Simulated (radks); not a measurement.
The numbers below are computed, except where a source is named.
Problem. Species: neutral zirconium. Configuration: [Kr] 4d2 5s2 (the NIST ground configuration). Code: a radial shooting solver on a logarithmic mesh with Libxc functionals. Model: scalar-relativistic Kohn-Sham, PBEsol, spin-polarised, spherical densities, finite nucleus; open shells are filled with parallel spins first (spin-orbit coupling, left out, can overturn this in heavy ions); Fermi nuclear charge, rms radius 4.2694 fm. Some entries of the table are withheld. Estimate them.

orbital,occ.,eigenvalue (eV),<r> (bohr)
1s down,1,-17812.75,0.03708
1s up,1,-17812.75,0.03708
2s up,1,-2468.219,0.1627
2s down,1,-2468.077,0.1627
2p up,3,-2201.544,0.1418
2p down,3,-2201.439,0.1418
3s up,1,-404.1233,0.4588
3s down,1,-404.0387,0.4588
3p up,3,-317.2725,0.4624
3p down,3,-317.1792,0.4624
3d up,5,-174.6152,0.4527
3d down,5,-174.4757,0.4526
4s up,1,-54.7647,1.215
4s down,1,-53.8457,1.210
4p up,3,-32.8174,(1)
4p down,3,-31.7435,(2)
5s up,1,-4.7389,(3)
4d up,2,(4),2.260
5s down,1,-4.0605,(5)
4d down,0,(6),2.378

Solution. 
(1) 4p up <r> (bohr): 1.373
(2) 4p down <r> (bohr): 1.365
(3) 5s up <r> (bohr): 3.644
(4) 4d up eigenvalue (eV): -4.0773
(5) 5s down <r> (bohr): 3.822
(6) 4d down eigenvalue (eV): -2.9032
